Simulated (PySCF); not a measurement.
CH3AlFI. Atoms are numbered in the order given.

```xyz
7

Al     0.1196    -1.2801     0.4444
F     -1.1014    -2.3385     0.0367
I     -0.1351     1.0404    -0.3815
C      1.6243    -1.8929     1.4981
H      2.3111    -1.0734     1.7579
H      2.1908    -2.6567     0.9385
H      1.2724    -2.3673     2.4295
```

Coordinates come from a B3LYP-D3(BJ)/def2-SVP optimisation. The def2 effective core potentials stand for the cores of I; spin–orbit coupling is left out.

The numbers are results of C-PCM-M06-2X/def2-SVP run with PySCF, not measurements.

The values are the electrostatic part of the solvation free energy, E(continuum) − E(gas) at the gas-phase geometry, in a cavity of scaled van der Waals radii (PySCF's table); cavitation and dispersion terms are not included. A continuum can't describe solvent molecules that bind to the metal. In vacuum the orbital gap is 8.56 eV. The dipole moment in vacuum is 2.27 D.

```
solvent            ε  ΔG(elec) (kcal/mol)  dipole (D)  gap (eV)
-------------  -----  -------------------  ----------  --------
water          78.36                 -6.7        2.84      9.08
chlorobenzene   5.70                    …           …         …
diethylether    4.24                 -5.1        2.68      8.95
```

Q: Some entries are withheld; supply them. (An estimate is asked for; the answer gives what the named calculation found.)

A: 
- chlorobenzene, ΔG(elec) (kcal/mol): -5.5
- chlorobenzene, dipole (D): 2.72
- chlorobenzene, gap (eV): 8.98
